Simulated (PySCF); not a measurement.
**Structure from 2D NMR**

Compound of formula C$_{7}$H$_{3}$N. Correlations simulated from computed shifts and the bond graph:

HSQC (one-bond C–H):
```tsv
δH	δC
6.62	148.3
6.43	148.3
6.15	121.4
```

COSY cross peaks (H two or three bonds apart, from the bond graph; peaks can be absent where the dihedral angle is near 90°):
```tsv
δH	δH
6.62	6.43
6.62	6.15
6.43	6.15
```

HMBC (two and three bonds, from the bond graph):
```tsv
δH	δC
6.62	121.4, 81.0
6.43	121.4, 81.0
6.15	148.3, 86.1, 81.0
```

Carbons without hydrogens: δ 112.3, 86.1, 81.0, 70.0, 66.4.

Theory: geometry: GFN2-xTB, GIAO PBE0/pcSseg-1 shieldings, in PySCF 2.14 (no solvent model, relativity neglected, single conformer).

Chemical shifts δ = σref − σ; TMS for 1H and 13C, all at this level.

Exchangeable hydrogens are left out of these lists.

Task: Work out the connectivity.

Result: `C=CC#CC#CC#N`.

Atom-mapped SMILES (the numbers label the heavy atoms): `[CH2:1]=[CH:2][C:3]#[C:4][C:5]#[C:6][C:7]#[N:8]`. Each H is labelled by its parent atom. Ha(C1) is cis to C3; Hb(C1) is trans to C3.

1. δC 148.3 is C1, a terminal =CH2 carbon (δH 6.43, 6.62).
2. δC 121.4 is C2, an alkene CH (δH 6.15).
3. δC 112.3 is C7, a nitrile carbon.
4. δC 86.1 is C4, an alkyne carbon.
5. δC 81.0 is C3, an alkyne carbon.
6. δC 70.0 is C5, an alkyne carbon.
7. δC 66.4 is C6, an alkyne carbon.
8. HMBC from δH 6.62 reaches the proton-free carbon C3.
9. HMBC from δH 6.43 reaches the proton-free carbon C3.
10. HMBC from δH 6.15 reaches the proton-free carbons C4, C3.
11. COSY links 6.62–6.43, 6.62–6.15, 6.43–6.15.

This is the structure that produced the data.

Shifts are as computed. Against solution values, carbons near 30 ppm lie about +3 ppm off and those near 130 ppm about +5 ppm. Of 1211 compounds with measured shifts, 218 miss one by over three times the rms of a fit or turn the order of signals round; such compounds aren't used in these exercises.
